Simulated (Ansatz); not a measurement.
Cost and result for the atomization energy of FGeH$_{3}$SSi (`F[SiH]1[S][GeH2]1`) (7 atoms, 7 bonds).

```xyz
7

F    -0.6104    2.2657    0.4038
Si   -0.7605    0.8069   -0.2201
S     0.6963    0.1814   -1.5874
Ge    0.6217   -0.8885    0.4587
H    -2.1828    0.6466   -0.5801
H     1.9130   -0.6311    1.2404
H     0.3227   -2.3810    0.2847
```

Charge 0, multiplicity 1. Correlated methods include outer-core shells of Ge, which these sets cover unevenly. Scalar relativity is left out up to krypton. All single points use the PBE0-D4/def2-TZVP geometry. Program: Ansatz. All runs use 2 threads of an AMD EPYC 7B13 on a shared host. Times are those of one run each, without the atoms' runs, and a repeat can differ threefold. Electronic energies, without spin–orbit coupling; frozen cores. CCSD(T)/CBS adds CCSD(T) − MP2 in def2-TZVPP to the MP2 limit, and its time is that of the two runs behind it. T1 = 0.013. With those shells the extrapolation isn't a true limit. B3LYP takes the VWN-RPA correlation (the form of Gaussian; ORCA's B3LYP/G). HSE06 is the plane-wave form, built on full-range PBE exchange.

CCSD(T)/CBS is a level of theory with its own doubt, some kJ/mol a heavy atom from the limit and from the frozen cores, so smaller differences don't rank the functionals.

```json
{"level": "HSE06-D4/def2-TZVPP", "functions": "205", "wall time": "4.4 s"}
{"level": "CCSD(T)/def2-SVP", "functions": "97", "wall time": "5 s"}
{"level": "r2SCAN-D4/def2-TZVPP (with forces)", "functions": "205", "wall time": "6 s"}
{"level": "B3LYP-D4/def2-TZVPP (with forces)", "functions": "205", "wall time": "6 s"}
{"level": "r2SCANh-D4/def2-TZVPP", "functions": "205", "wall time": "6.5 s"}
{"level": "B2PLYP/def2-TZVPP", "functions": "205", "wall time": "6.5 s"}
{"level": "PBE-QIDH/def2-TZVPP", "functions": "205", "wall time": "7 s"}
{"level": "ωB97X-V/def2-TZVPP", "functions": "205", "wall time": "9 s"}
{"level": "B97M-V/def2-TZVPP", "functions": "205", "wall time": "9.5 s"}
{"level": "ωB97M-V/def2-TZVPP (with forces)", "functions": "205", "wall time": "14 s"}
{"level": "MP2/def2-QZVPP", "functions": "376", "wall time": "22 s"}
{"level": "CCSD(T)/def2-TZVPP", "functions": "205", "wall time": "98 s"}
{"level": "CCSD(T)/CBS(def2)", "functions": "–", "wall time": "120 s"}
```

**Question.** What atomization energy does each give, and how far from CCSD(T)/CBS? (An estimate is asked.)

**Answer.** The calculation gave: 
```csv
level,atomization (kJ/mol),difference from CCSD(T)/CBS,per bond
HSE06-D4/def2-TZVPP,2169.9,-32.0,-4.6
CCSD(T)/def2-SVP,1973.8,-228.1,-32.6
r2SCAN-D4/def2-TZVPP (with forces),2208.3,6.4,0.9
B3LYP-D4/def2-TZVPP (with forces),2156.6,-45.3,-6.5
r2SCANh-D4/def2-TZVPP,2190.0,-11.9,-1.7
B2PLYP/def2-TZVPP,2143.2,-58.7,-8.4
PBE-QIDH/def2-TZVPP,2170.3,-31.6,-4.5
ωB97X-V/def2-TZVPP,2209.8,7.9,1.1
B97M-V/def2-TZVPP,2234.4,32.5,4.7
ωB97M-V/def2-TZVPP (with forces),2184.4,-17.5,-2.5
MP2/def2-QZVPP,2213.7,11.8,1.7
CCSD(T)/def2-TZVPP,2130.2,-71.7,-10.2
CCSD(T)/CBS(def2),2201.9,0.0,0.0
```

From PBE to PBE0 (25 % exact exchange), in def2-TZVPP and without D4, the atomization energy moves by −32.8 kJ/mol: exact exchange takes away binding that semilocal exchange gives to molecules. At CCSD(T), def2-SVP lies −228.1 kJ/mol from the extrapolated value and def2-TZVPP −71.7 kJ/mol: correlation converges slowly with the basis, and small sets miss more of it in the bonded molecule than in its fragments. In def2-TZVPP, CCSD(T) changes the Hartree–Fock value by +584.9 kJ/mol (the triples alone add +43.1 kJ/mol) and MP2 by +625.9 kJ/mol; breaking electron pairs costs correlation energy, which Hartree–Fock lacks.
